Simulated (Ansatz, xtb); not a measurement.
Spectroscopic constants of WH+, multiplicity 5 (lowest of 2S+1 = 1, 3, 5, 7, 9 at CCSD(T)/def2-TZVPP on PBE0 minima; our sources give no spin for the ground state, which may be another). No spin–orbit coupling.

Seven points along R, fitted to fifth degree in 1/R; most abundant isotopes. In def2 and cc sets the state is the lowest found near the PBE0 minimum, followed along R.

Correlated levels freeze the inner cores; with def2 sets outer-core shells near the valence are correlated too. CBS(a, b) extrapolates the correlation energy as X⁻³ and adds the Hartree–Fock energy of set b.

Run with Ansatz (Gaussian basis) for Hartree–Fock, density functionals and correlated methods; xtb for the GFN methods. Each number belongs to the level named beside it. In def2 rows elements past Kr take small-core potentials, without spin–orbit coupling. The GFN methods have no spin term and hold the electronic entropy of 300 K.

Question: What bond length and harmonic frequency does GFN1-xTB give?

Answer: r_e = 1.648 Å, ω_e = 2047 cm⁻¹.

Question: What bond length and harmonic frequency does B97M-V/def2-TZVPP give?

Answer: r_e = 1.682 Å, ω_e = 1967 cm⁻¹.

Question: What bond length and harmonic frequency does CCSD(T)/CBS(def2-TZVPP, def2-QZVPP) give?

Answer: r_e = 1.691 Å, ω_e = 2014 cm⁻¹.

Ansatz is a quantum-chemistry and plane-wave program.
